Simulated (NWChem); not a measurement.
System: C2H6O2Si; SMILES CC(=O)O[SiH3]

NWChem input:

```
start job
memory heap 200 mb stack 900 mb global 1100 mb
geometry units angstroms noautoz
  Si     0.027343     1.721976    -0.001019
  O      0.750270     0.162472     0.001212
  C     -0.087948    -0.883377     0.001212
  C      0.621616    -2.202009     0.001969
  O     -1.284117    -0.730343     0.000495
  H     -0.780033     1.925179     1.230829
  H      1.206654     2.627997    -0.001958
  H     -0.779532     1.921842    -1.233715
  H     -0.107190    -3.019723     0.003837
  H      1.273782    -2.269793     0.885085
  H      1.270903    -2.271919    -0.883176
end
basis spherical
  * library def2-svp
end
dft
  xc m06-2x
  iterations 150
  mulliken
end
task dft energy
```

Output (shortened):

```
             Northwest Computational Chemistry Package (NWChem) 7.3.0
             --------------------------------------------------------

 CS  symmetry detected

                             Geometry "geometry" -> ""
                             -------------------------

 Output coordinates in angstroms (scale by  1.889725989 to convert to a.u.)

  No.       Tag          Charge          X              Y              Z
 ---- ---------------- ---------- -------------- -------------- --------------
    1 Si                  14.0000     0.02810126     1.72245740     0.00000000
    2 O                    8.0000     0.72385575     0.15064118     0.00000000
    3 C                    6.0000    -0.13238621    -0.88050338     0.00000000
    4 C                    6.0000     0.55418687    -2.21125097     0.00000000
    5 O                    8.0000    -1.32571943    -0.70673331     0.00000000
    6 H                    1.0000    -0.77540524     1.93796888     1.23227287
    7 H                    1.0000     1.22295775     2.60787633     0.00000000
    8 H                    1.0000    -0.77540524     1.93796888    -1.23227287
    9 H                    1.0000    -0.18869957    -3.01619508     0.00000000
   10 H                    1.0000     1.20362005    -2.29137972     0.88413030
   11 H                    1.0000     1.20362005    -2.29137972    -0.88413030

 Effective nuclear repulsion energy (a.u.)     231.4186345089

      Symmetry information
      --------------------

 Group name             Cs
 Group number              2
 Group order               2
 No. of unique centers     9

                                 NWChem DFT Module
                                 -----------------

 Summary of "ao basis" -> "ao basis" (spherical)
 ------------------------------------------------------------------------------
       Tag                 Description            Shells   Functions and Types
 ---------------- ------------------------------  ------  ---------------------
 Si                         def2-svp                 8       18   4s3p1d
 O                          def2-svp                 6       14   3s2p1d
 C                          def2-svp                 6       14   3s2p1d
 H                          def2-svp                 3        5   2s1p

      Symmetry analysis of basis
      --------------------------

        a'         71
        a"         33

            General Information
            -------------------
          SCF calculation type: DFT
          Wavefunction type:  closed shell.
          No. of atoms     :    11
          No. of electrons :    48
           Alpha electrons :    24
            Beta electrons :    24
          Charge           :     0
          Spin multiplicity:     1
          Use of symmetry is: on ; symmetry adaption is: on
          Maximum number of iterations: 150
          AO basis - number of functions:   104
                     number of shells:    50
          Convergence on energy requested:  1.00D-06
          Convergence on density requested:  1.00D-05
          Convergence on gradient requested:  5.00D-04

              XC Information
              --------------
                       M06-2X Method XC Functional
                     Hartree-Fock (Exact) Exchange  0.540
                        M06-2X Exchange Functional  1.000
                      M06-2X Correlation Potential  1.000

             Grid Information
             ----------------
          Grid used for XC integration:  medium
          Radial quadrature: Mura-Knowles
          Angular quadrature: Lebedev.
          Tag              B.-S. Rad. Rad. Pts. Rad. Cut. Ang. Pts.
          ---              ---------- --------- --------- ---------
          Si                  1.10       88          12.0       590
          O                   0.60       49          11.0       434
          C                   0.70       49          12.0       434
          H                   0.35       45          13.0       434
          Grid pruning is: on
          Number of quadrature shells:   464
          Spatial weights used:  Erf1

      Superposition of Atomic Density Guess
      -------------------------------------

 Sum of atomic energies:        -516.36614718

      Non-variational initial energy
      ------------------------------

 Total energy =    -518.713244
 1-e energy   =   -1170.371159
 2-e energy   =     420.239281
 HOMO         =      -0.396843
 LUMO         =       0.034222

      Symmetry analysis of molecular orbitals - initial
      -------------------------------------------------

  Numbering of irreducible representations:

     1 a'          2 a"

  Orbital symmetries:

     1 a'          2 a'          3 a'          4 a'          5 a'
     6 a'          7 a'          8 a"          9 a'         10 a'
    11 a'         12 a'         13 a'         14 a'         15 a'
    16 a"         17 a'         18 a'         19 a"         20 a"
    21 a'         22 a'         23 a"         24 a'         25 a"
    26 a'         27 a'         28 a'         29 a"         30 a'
    31 a'         32 a"         33 a'         34 a'

     ---------------------------------------------
      Total Density - Mulliken Population Analysis
     ---------------------------------------------

    Atom       Charge   Shell Charges
 -----------   ------   -------------------------------------------------------
    1 Si  14    13.26   2.00  1.99  0.96  0.27  5.94  1.02  0.92  0.17
    2 O    8     8.71   1.99  1.10  0.68  3.01  1.92  0.01
    3 C    6     5.14   1.99  0.89  0.18  1.45  0.51  0.12
    4 C    6     6.24   1.99  0.96  0.16  2.08  1.04  0.02
    5 O    8     8.74   1.99  1.13  0.68  3.08  1.85  0.01
    6 H    1     1.08   0.70  0.37  0.01
    7 H    1     1.10   0.71  0.38  0.01
    8 H    1     1.08   0.70  0.37  0.01
    9 H    1     0.90   0.67  0.20  0.02
   10 H    1     0.87   0.65  0.19  0.03
   11 H    1     0.87   0.65  0.19  0.03

   convergence    iter        energy       DeltaE   RMS-Dens  Diis-err
 ---------------- ----- ----------------- --------- --------- ---------
 d= 0,ls=0.0,diis     1   -519.2973173914 -7.51D+02  1.39D-02  1.04D+00
 d= 0,ls=0.0,diis     2   -519.2507371100  4.66D-02  7.82D-03  1.92D+00
 d= 0,ls=0.0,diis     3   -519.4232846942 -1.73D-01  1.44D-03  3.26D-02
 d= 0,ls=0.0,diis     4   -519.4254780112 -2.19D-03  6.64D-04  1.36D-02
 d= 0,ls=0.0,diis     5   -519.4267218612 -1.24D-03  1.51D-04  3.16D-04
  Resetting Diis
 d= 0,ls=0.0,diis     6   -519.4267582179 -3.64D-05  5.37D-05  2.71D-05
 d= 0,ls=0.0,diis     7   -519.4267619785 -3.76D-06  2.75D-05  3.26D-06
 d= 0,ls=0.0,diis     8   -519.4267621362 -1.58D-07  1.08D-05  3.03D-06
 d= 0,ls=0.0,diis     9   -519.4267624617 -3.26D-07  3.55D-06  2.62D-07

         Total DFT energy =     -519.426762461709
      One electron energy =    -1173.719719544958
           Coulomb energy =      473.945747818857
    Exchange-Corr. energy =      -51.071425244478
 Nuclear repulsion energy =      231.418634508870

 Numeric. integr. density =       48.000006252966

                  Occupations of the irreducible representations
                  ----------------------------------------------

                     irrep           alpha         beta
                     --------     --------     --------
                     a'               19.0         19.0
                     a"                5.0          5.0

                       DFT Final Molecular Orbital Analysis
                       ------------------------------------

 Vector   22  Occ=2.000000D+00  E=-4.020514D-01  Symmetry=a'
              MO Center=  3.3D-01,  1.8D+00, -3.7D-14, r^2= 2.8D+00
   Bfn.  Coefficient  Atom+Function         Bfn.  Coefficient  Atom+Function
  ----- ------------  ---------------      ----- ------------  ---------------
    80      0.340389   7 H  s                 8      0.277947   1 Si px
    81      0.224176   7 H  s                22     -0.221005   2 O  px
    75     -0.193330   6 H  s                85     -0.193330   8 H  s
    25     -0.164017   2 O  px               11      0.156886   1 Si px
     5     -0.151271   1 Si px               64     -0.098654   5 O  px

 Vector   23  Occ=2.000000D+00  E=-3.860403D-01  Symmetry=a"
              MO Center= -3.0D-01,  6.0D-01,  3.6D-14, r^2= 3.1D+00
   Bfn.  Coefficient  Atom+Function         Bfn.  Coefficient  Atom+Function
  ----- ------------  ---------------      ----- ------------  ---------------
    24      0.403321   2 O  pz               27      0.328403   2 O  pz
    66     -0.309910   5 O  pz               69     -0.233955   5 O  pz
    75     -0.212624   6 H  s                85      0.212624   8 H  s
    76     -0.166393   6 H  s                86      0.166393   8 H  s
    10     -0.161931   1 Si pz                7      0.085301   1 Si pz

 Vector   24  Occ=2.000000D+00  E=-3.594894D-01  Symmetry=a'
              MO Center= -7.9D-01, -7.6D-01,  1.4D-15, r^2= 1.9D+00
   Bfn.  Coefficient  Atom+Function         Bfn.  Coefficient  Atom+Function
  ----- ------------  ---------------      ----- ------------  ---------------
    65      0.563732   5 O  py               68      0.402747   5 O  py
    22      0.211364   2 O  px               25      0.172525   2 O  px
    49      0.168580   4 C  s                50     -0.156916   4 C  px
    51      0.145675   4 C  py               21     -0.130478   2 O  s
    53     -0.109513   4 C  px               23      0.102348   2 O  py

[...]
```

Level: M06-2X/def2-SVP. All runs use the structure optimised with PBE0/def2-SVP.
